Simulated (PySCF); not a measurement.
**Computed spin Hamiltonian**

Compound: C5H7OS (doublet state).
Numbering: `[SH:1][CH2:2][C@@H:3]1[CH:4][CH:5]=[CH:6][O:7]1` (hydrogens: H8 on S1; H9, H10 on C2; H11 on C3; H12 on C4; H13 on C5; H14 on C6)

Cartesian coordinates in Å at the GFN2-xTB level; atoms count from 1:
```
atom  x, y, z in Å
S1     2.9329   -0.2657    0.0944
C2     1.2538   -0.9209   -0.1648
C3     0.1771   -0.0183    0.4655
C4    -1.1894   -0.5999    0.3247
C5    -1.9178    0.2556   -0.4725
C6    -1.1140    1.3283   -0.7908
O7     0.1202    1.2212   -0.2351
H8     2.6695    0.9358   -0.4108
H9     1.2376   -1.9039    0.3016
H10    1.0763   -1.0185   -1.2361
H11    0.4704    0.1857    1.5075
H12   -1.4856   -1.5303    0.7602
H13   -2.9330    0.1269   -0.7913
H14   -1.2985    2.2035   -1.3798
```

The hyperfine couplings belong to this conformer and change with its torsions.

Computed, not measured: UKS B3LYP, pcH-1 on C H O S, non-relativistic, mean-field spin-orbit, GIAO in PySCF 2.14.0. Geometry: GFN2-xTB, one conformer, isolated molecule. A GFN2-xTB geometry isn't a minimum of the functional, and hyperfine couplings can be far from their values at a DFT geometry. No stability test was run, so a lower SCF solution isn't excluded.

```
g1, g2, g3                      : 2.00250, 2.00354, 2.00439
g_iso                           : 2.00348
Form of g                       : rhombic: the two nearest values differ by 45 % of g3 − g1
⟨S²⟩                            : 0.7701 (exact 0.7500)
α and β electrons               : 31, 30
HOMO–LUMO gap, α and β orbitals : 5.14, 4.66 eV
Total energy                    : -668.11600 Eh
Basis functions                 : 255
```

Hyperfine couplings atom by atom, in G; T1 to T3 are the principal values of the dipolar part; ρ(0) is the spin density at the nucleus (MHz turned into gauss with g_iso; 10 G = 1 mT):

```
atom  isotope  a_iso  of which spin–orbit     T1     T2    T3  Mulliken spin population  ρ(0) (bohr⁻³)
  S1      33S   -0.3                  0.0   -0.4   -0.3   0.8                      0.01        -0.0023
  C2      13C   32.0                  0.0   -1.4   -1.4   2.8                      0.04         0.0799
  C3      13C  -10.1                  0.0   -0.4    0.1   0.4                     -0.06        -0.0252
  C4      13C   18.3                  0.0  -17.1  -16.4  33.5                      0.60         0.0457
  C5      13C  -14.3                  0.0   -8.2    3.8   4.4                     -0.21        -0.0356
  C6      13C   16.8                  0.0  -16.5  -15.8  32.3                      0.52         0.0419
  O7      17O   -5.7                  0.0  -16.5    7.8   8.7                      0.09         0.0263
  H8       1H    0.2                  0.0   -0.6   -0.4   1.0                      0.00         0.0001
  H9       1H   -1.3                  0.0   -1.3   -0.7   1.9                      0.00        -0.0008
 H10       1H   -1.3                  0.0   -1.1   -0.7   1.8                      0.00        -0.0008
 H11       1H   36.5                  0.0   -1.2   -0.4   1.6                      0.05         0.0229
 H12       1H  -14.3                  0.0   -8.4    0.0   8.4                     -0.03        -0.0090
 H13       1H    2.9                  0.0   -1.5    0.0   1.6                      0.01         0.0018
 H14       1H  -14.1                  0.0   -8.0   -0.2   8.2                     -0.03        -0.0089
```

The largest Mulliken spin populations are on C4 (+0.60), C6 (+0.52), C5 (-0.21) and O7 (+0.09). The angles at C4 add up to 360.0°, so it is planar.

C4, the radical centre as drawn in `SC[C@@H]1[CH]C=CO1`, holds a spin population of +0.60 out of 1.

Axes: g2 points within 10° of the C5–H13 bond and g3 points within 7° of the C6–H14 bond.

Under fast tumbling the dipolar parts average out, and these isotropic splittings remain: 1 × 1H (H11, I = 1/2, 2 lines) with 3.65 mT, 1 × 1H (H12, I = 1/2, 2 lines) with 1.43 mT, 1 × 1H (H14, I = 1/2, 2 lines) with 1.41 mT, 1 × 1H (H13, I = 1/2, 2 lines) with 0.29 mT, 1 × 1H (H9, I = 1/2, 2 lines) with 0.13 mT and 1 × 1H (H10, I = 1/2, 2 lines) with 0.13 mT.

The 17O coupling of O7 (-15.9 MHz) shows only in satellite lines or after enrichment, since that isotope makes up about 0.038 % of natural oxygen.

The 13C coupling of C2 (89.9 MHz) shows only in satellite lines or after enrichment, since that isotope makes up about 1.07 % of natural carbon.

β density exceeds α density at some nuclei, such as C5 (-0.0356), C3 (-0.0252) and H12 (-0.0090), spin density in bohr⁻³. In a single determinant that takes different orbitals for the two spins, that is spin polarisation.
